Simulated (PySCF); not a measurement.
Excitations are Tamm–Dancoff values on a coarser integration grid. The basis has no diffuse functions, so Rydberg states are missing or too high.

Cartesian coordinates (Å):
```xyz
13

C      1.4767    -1.3314    -0.0540
Ga     0.0015     0.0013    -0.0118
C     -1.8829    -0.6133     0.1484
C      0.4061     1.9457    -0.1079
H      2.2529    -1.0459    -0.7783
H      1.9583    -1.3673     0.9366
H      1.1202    -2.3431    -0.2898
H     -2.2137    -1.0217    -0.8202
H     -1.9726    -1.4254     0.8844
H     -2.5690     0.1981     0.4249
H      1.4305     2.1478    -0.4475
H      0.2861     2.3907     0.8930
H     -0.3005     2.4626    -0.7734
```
Charge 0, multiplicity 1.

Question: Predict the S1 excitation (TDA), LUMO, total energy, brightest of the four lowest singlets (TDA), T1 excitation (TDA), S1–T1 gap (TDA), HOMO and HOMO–LUMO gap from PBE-D3(BJ)/def2-TZVP (PySCF 2.14.0).

Answer: 
```yaml
S1 excitation (TDA): 4.95 eV
LUMO: -1.35 eV
total_energy: -55624.82 eV
brightest of the four lowest singlets (TDA): 6.27 eV
T1 excitation (TDA): 4.65 eV
S1–T1 gap (TDA): 0.29 eV
HOMO: -6.19 eV
HOMO–LUMO gap: 4.84 eV
```
